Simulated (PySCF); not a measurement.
The same groups moved round the core (norbornane formyl+boryl). All species are isolated molecules in the gas phase. One relaxed conformer stands for each flexible species; it need not be the lowest. Strings in code marks are SMILES.

The four lowest singlet excitations (Tamm–Dancoff). Computed with PySCF 2.14.0 with B3LYP-D3(BJ)/def2-TZVP // PBE0-D4/def2-SVP. B3LYP has the VWN-RPA correlation part, as in Gaussian. Excitations are Tamm–Dancoff values on a coarser integration grid. The basis has no diffuse functions, so Rydberg states are missing or too high.

```json
[
 {"state": "S1", "energy (eV)": "4.37", "wavelength (nm)": "284", "oscillator strength": "0.002"},
 {"state": "S2", "energy (eV)": "5.41", "wavelength (nm)": "229", "oscillator strength": "0.008"},
 {"state": "S3", "energy (eV)": "5.57", "wavelength (nm)": "223", "oscillator strength": "0.101"},
 {"state": "S4", "energy (eV)": "5.87", "wavelength (nm)": "211", "oscillator strength": "0.002"}
]
```

Question: Which member gives these states?
A. `B[C@@H]1[C@@H]2CC[C@@H](C2)[C@@H]1C=O`
B. `B[C@@H]1C[C@H]2CC[C@@H]1[C@H]2C=O`
C. `B[C@@]1(C=O)C[C@@H]2CC[C@H]1C2`
D. `B[C@]12CC[C@](C=O)(CC1)C2`

Answer: B, `B[C@@H]1C[C@H]2CC[C@@H]1[C@H]2C=O`
